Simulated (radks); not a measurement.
Ionisation of the gold ion Au3+, [Xe] 4f14 5d8, to [Xe] 4f14 5d7 as the strength of local exchange is varied. All-electron calculation, scalar-relativistic Kohn-Sham, Slater X-alpha exchange (alpha = 2/3 is LDA exchange), no correlation, spin-polarised, spherical densities, finite nucleus; open shells are filled with parallel spins first (spin-orbit coupling, left out, can overturn this in heavy ions); Fermi nuclear charge, rms radius 5.4371 fm. Program: a radial shooting solver on a logarithmic mesh with Libxc functionals.

alpha,E(Au3+) (hartree),exchange (hartree),IE (eV),-e of the level emptied (eV),<r> of it (bohr)
0.667,-18986.8147,-342.5644,45.244,38.476 (5d),1.445
0.672,-18989.3973,-345.1811,45.345,38.573 (5d),1.444
0.775,-19042.6804,-399.2450,47.452,40.604 (5d),1.420
0.821,-19066.5268,-423.4891,48.413,41.532 (5d),1.409
0.935,-19125.7571,-483.8355,50.848,43.890 (5d),1.384
1.004,-19161.6991,-520.5430,52.359,45.357 (5d),1.369

NIST Atomic Spectra Database: 45 +/- 1.7 eV (theoretical). The central value is not met in this range of alpha. Open shells are spherical and high-spin; term and fine-structure splittings are not resolved. Spin-orbit splitting is averaged out at the scalar-relativistic level.
